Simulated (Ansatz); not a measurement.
Consider the silylene formation by 1,1-elimination: `C[SiH](F)[GeH3]` → `[CH3][GeH3]` + `F[SiH]`.

Computed with Ansatz on PBE0-D4/def2-TZVP structures; ΔE is electronic, products minus reactants. CCSD(T)/CBS is the MP2 limit (def2-TZVPP, def2-QZVPP) plus CCSD(T) − MP2 in def2-TZVPP, frozen cores. This one scheme is used for every species. Functionals use def2-TZVPP. For Ge outer-core shells are correlated without core-valence functions, which leaves a few kJ/mol of doubt a bond. Scalar relativity is left out up to krypton.

(1) Is it downhill or uphill in electronic energy at CCSD(T)/CBS, and by how much? (Best estimate.)

(2) What do these levels give: PBE-D4, BLYP-D4, r2SCANh-D4, BHLYP-D4, MP2/def2-TZVPP, CCSD(T)/def2-TZVPP? (Best estimate.)

(3) What do rigid-rotor, harmonic-oscillator terms from PBE0-D4/def2-TZVP frequencies (298.15 K, 1 bar) make of the CCSD(T)/CBS value? (Estimate.)

Largest T1 diagnostic among the species: 0.015.

Answers

(1) The calculation gave: Uphill: ΔE = +55.4 kcal/mol.

(2) The calculation gave: PBE-D4 57.2, BLYP-D4 51.6, r2SCANh-D4 61.5, BHLYP-D4 57.2, MP2/def2-TZVPP 56.7, CCSD(T)/def2-TZVPP 53.4 kcal/mol.

(3) The calculation gave: ΔZPE = -2.4 kcal/mol, ΔH = +53.4 kcal/mol, ΔS = 146 J/(mol·K), ΔG = +43.1 kcal/mol.

The D4 term adds +3.2 kcal/mol with B3LYP and +1.8 kcal/mol with PBE0; it sums over pairs of atoms, weighted by their polarisabilities, and B3LYP, whose exchange is more repulsive, gets the larger term. In def2-TZVPP, CCSD(T) changes the Hartree–Fock value by +2.5 kcal/mol (the triples alone add +0.7 kcal/mol) and MP2 by +5.7 kcal/mol. From BLYP to BHLYP (50 % exact exchange), in def2-TZVPP and without D4, ΔE moves by +6.6 kcal/mol.

B3LYP here is the variant with VWN-RPA as its local correlation; programs differ in this.
